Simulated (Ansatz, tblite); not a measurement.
Cost and result up the ladder for `c1csc(-c2ccc(-c3ccc(-c4ccc(-c5ccc(-c6cccs6)s5)s4)s3)s2)c1` (44 atoms). Total charge 0; singlet. Geometry: PBE-D4/def2-SVP.

```tsv
atom	x (Å)	y (Å)	z (Å)
C1	10.777	-0.082	1.551
C2	10.500	-1.203	2.312
S3	8.806	-1.557	2.329
C4	8.440	-0.186	1.301
C5	7.086	0.119	0.897
C6	6.641	1.168	0.089
C7	5.242	1.174	-0.109
C8	4.579	0.130	0.542
C9	3.174	-0.180	0.569
C10	2.509	-1.222	1.220
C11	1.110	-1.212	1.020
C12	0.668	-0.162	0.211
C13	-0.669	0.165	-0.208
C14	-1.111	1.215	-1.017
C15	-2.509	1.224	-1.218
C16	-3.175	0.182	-0.567
C17	-4.579	-0.129	-0.541
C18	-5.242	-1.173	0.110
C19	-6.641	-1.168	-0.089
C20	-7.086	-0.120	-0.897
C21	-8.440	0.184	-1.303
C22	-9.612	-0.499	-0.977
C23	-10.777	0.080	-1.553
C24	-10.499	1.200	-2.315
S25	-8.806	1.554	-2.333
S26	-5.732	0.867	-1.410
S27	-2.028	-0.819	0.305
S28	2.027	0.821	-0.302
S29	5.732	-0.866	1.411
C30	9.613	0.498	0.976
H31	11.793	0.312	1.410
H32	11.195	-1.845	2.865
H33	7.321	1.911	-0.347
H34	4.712	1.922	-0.715
H35	3.036	-1.972	1.827
H36	0.424	-1.953	1.453
H37	-0.425	1.956	-1.451
H38	-3.037	1.973	-1.825
H39	-4.712	-1.921	0.716
H40	-7.321	-1.912	0.346
H41	-9.623	-1.393	-0.340
H42	-11.792	-0.315	-1.412
H43	-11.195	1.841	-2.870
H44	9.623	1.393	0.340
```

Ansatz on 2 threads of AMD EPYC 7R13 on a shared host and a share (18 GiB) of an NVIDIA H100 80GB HBM3; xTB runs through tblite on one thread. Times are rough, summed over both states, and most runs start from the orbitals of an earlier one. PBE0-D4/def2-TZVP serves as the yardstick here, not as an exact answer. The other state is a doublet.

The xTB rows come from tblite. Single mean-field runs in def2-TZVP are fitted with def2-universal-jkfit.

Raw xTB energies of ions are shifted by several eV.

| level | functions | vertical IE (eV) | difference from PBE0-D4/def2-TZVP (eV) |
| --- | --- | --- | --- |
| GFN2-xTB | 164 | 11.00 | 4.92 |
| GFN1-xTB | 178 | 11.62 | 5.54 |
| PBE-D4/def2-TZVP | 1050 | 5.84 | -0.23 |
| PBE0-D4/def2-TZVP | 1050 | 6.07 | 0.00 |

Task: Estimate how long each takes.

Result: GFN1-xTB 0.29 s; GFN2-xTB 0.3 s; PBE-D4/def2-TZVP 26 s; PBE0-D4/def2-TZVP 38 s. On shared hardware such times vary by a factor of up to 3.
